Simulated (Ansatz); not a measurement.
Ansatz (a program for electronic structure) input (RPA@PBE/def2-QZVPP):
A basis named .json is the Basis Set Exchange file of that set.

Ansatz 0.2 input:
```yaml
crystal:
  periodic: [false, false, false]
  atoms:
    - {symbol: Mo, position_ang: [0.16163865, -0.09305585, -0.16513795]}
    - {symbol: O, position_ang: [-1.39808227, -1.00451003, 0.16314036]}
    - {symbol: O, position_ang: [-0.33099972, 1.43069250, -0.62651673]}
    - {symbol: O, position_ang: [0.88047907, 0.06236075, 1.33035063]}
basis:
  gaussian:
    orbitals: def2-QZVPP.json
hamiltonian:
  xc: pbe
total_charge: 1
magnetization: {spin_polarized: true, initial_magnetization: 1}
correlation: {method: rpa, electrons: outside_noble_gas}
```

Output:

```
Functional definition: PBE
integrals: 0.70 GiB planned
1650 factors; integrals over basis functions are off by at most 1.1e-3 eV
mean field: 1.46 GiB planned
mean field evaluation 1: about -7951.1685 eV, gradient 1.1e2 eV
mean field evaluation 2: about -7951.1692 eV, gradient 1.1e2 eV
mean field evaluation 4: about -7961.9445 eV, gradient 7.6e1 eV
mean field evaluation 8: about -7986.6594 eV, gradient 5.7e0 eV
mean field evaluation 16: about -7986.7992 eV, gradient 2.7e-2 eV
mean field evaluation 32: about -7986.4991 eV, gradient 1.9e0 eV
mean field evaluation 64: about -7986.4761 eV, gradient 9.7e-1 eV
mean field evaluation 96: about -7986.0365 eV, gradient 4.7e0 eV
mean field evaluation 128: about -7944.3581 eV, gradient 5.9e1 eV
mean field -7986.79924599 eV, -293.5094586430 hartree, gradient 7.1e-6 eV, S^2 0.762185; 9 other end points of the search recorded, 0 dependent functions left out
7 core orbitals not correlated
reference -7938.43670832 eV, -291.7321681650 hartree; 12, 11 occupied and 233, 234 virtual orbitals, 1650 factors
Total energy: -7980.40929352 eV, -293.2746322211 hartree
```

The spin state was set by rule; other spins were not relaxed.
